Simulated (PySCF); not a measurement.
A PySCF script (with the pyscf-properties extension) for the NMR shieldings of `C=C1C[C@@H](CC)[C@@H]1N[SiH3]`, C₇H₁₅NSi, on a GFN2-xTB geometry:

```python
import basis_set_exchange as bse
import numpy as np
from pyscf import gto, dft
from pyscf.prop import nmr

atoms = """
C     1.390329    2.559336    0.371834
C     0.403733    1.695835    0.260047
C    -1.054590    1.704174    0.631492
C    -1.046524    0.162764    0.543232
C    -2.151468   -0.508194   -0.255188
C    -1.913023   -2.009763   -0.364629
C     0.353518    0.230494   -0.121831
N     1.367134   -0.652521    0.371995
Si    2.744926   -1.132607   -0.534352
H     1.236568    3.560548    0.739876
H     2.397127    2.293650    0.094769
H    -1.682971    2.166667   -0.130070
H    -1.300280    2.139442    1.599210
H    -0.976038   -0.293389    1.533332
H    -2.188830   -0.069052   -1.255263
H    -3.113881   -0.318847    0.228290
H    -1.948902   -2.472183    0.619296
H    -0.933689   -2.203475   -0.795674
H    -2.669565   -2.475388   -0.991815
H     0.292322    0.099955   -1.205608
H     1.466016   -0.570706    1.373502
H     3.732995   -0.079368   -0.820481
H     3.359599   -2.179010    0.279263
H     2.223757   -1.628595   -1.809389
"""
names = dict.fromkeys(["C", "N", "Si", "H"], "pcSseg-1")
basis = {el: gto.basis.parse(bse.get_basis(n, elements=[el], fmt="nwchem")) for el, n in names.items()}
mol = gto.M(atom=atoms, basis=basis, charge=0, verbose=0)
mf = dft.RKS(mol, xc="PBE0")
mf.grids.level = 2
mf.grids.alignment = dft.numint.BLKSIZE   # the property module wants whole blocks of grid points
mf.conv_tol = 1e-9
mf.kernel()

calc = nmr.RKS(mf)   # GIAO
C = mf.mo_coeff
Co = C[:, mf.mo_occ > 0]
resp = mf.gen_response(singlet=True, hermi=2)
def vind(x):   # induced exchange potential for any number of trial vectors
    d = np.einsum("pi,xij,qj->xpq", C, 2 * x.reshape(-1, C.shape[1], Co.shape[1]), Co, optimize=True)
    return np.einsum("xpq,pi,qj->xij", resp(d - d.transpose(0, 2, 1)), C, Co, optimize=True).ravel()
mo1, _ = nmr.rhf.solve_mo1(calc, with_cphf=vind)
sigma = calc.kernel(mo1)
for i, s in enumerate(sigma):   # ppm
    print("%2d %-2s %9.2f" % (i, mol.atom_pure_symbol(i), np.trace(s) / 3))
```

Q: Give the expected output.

A: 
```
 0 C      74.57
 1 C      21.57
 2 C     153.60
 3 C     137.80
 4 C     152.41
 5 C     172.36
 6 C     121.08
 7 N     220.20
 8 Si    405.96
 9 H      26.45
10 H      26.12
11 H      29.67
12 H      29.12
13 H      30.17
14 H      30.43
15 H      29.92
16 H      30.80
17 H      30.34
18 H      30.61
19 H      28.58
20 H      31.65
21 H      26.74
22 H      27.03
23 H      27.04
```

These numbers come from an equivalent density-fitted implementation of the same equations, which agrees with the script to about 0.01 ppm for H and up to a few tenths of a ppm for heavy atoms, so last digits may differ.

Q: Turn these shieldings into chemical shifts. Chemical shifts δ = σref − σ; TMS for $^{13}$C (σ = 186.93 ppm) and $^{29}$Si (σ = 349.16 ppm) and $^{1}$H (σ = 31.72 ppm); $^{15}$N (σ = 267.73 ppm) vs NH3, all at this level.

A: Averaging equivalent atoms: C 1: 165.4; C 0: 112.4; C 6: 65.8; C 3: 49.1; C 4: 34.5; C 2: 33.3; C 5: 14.6; N 7: 47.5; Si 8: -56.8; H 10: 5.59; H 9: 5.27; H 21/22/23: 4.78; H 19: 3.13; H 12: 2.60; H 11: 2.04; H 15: 1.80; H 13: 1.55; H 14: 1.29; H 16/17/18: 1.13; H 20: 0.07 ppm. Experimental scales use liquid or dissolved standards, which lie at an offset from isolated NH3 (liquid NH3: subtract about 20 ppm).

Size and cost of the density-fitted run: 235 basis functions, 120 s wall time on 1 thread of an Arm Neoverse N1, shared host; peak memory 1.1 GiB.
